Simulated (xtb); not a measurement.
Here is a job for xtb.
```
$ xtb mol.xyz --gfn 2 --opt vtight --json

# file mol.xyz
4

As    -0.95673851     0.12715529    -1.06069770
As     0.66105065     1.32262743     0.13951567
As     1.00207195    -1.02538382    -0.30578955
As    -0.64642581    -0.37135572     1.27093998
```

Question: What does this run give for the dipole moment, total energy at the end of the optimisation, HOMO-LUMO gap?

Answer: 
```yaml
dipole_moment: 0.00 D
total_energy_at_the_end_of_the_optimisation: -9.5239 Eh
HOMO-LUMO gap: 3.73 eV
```
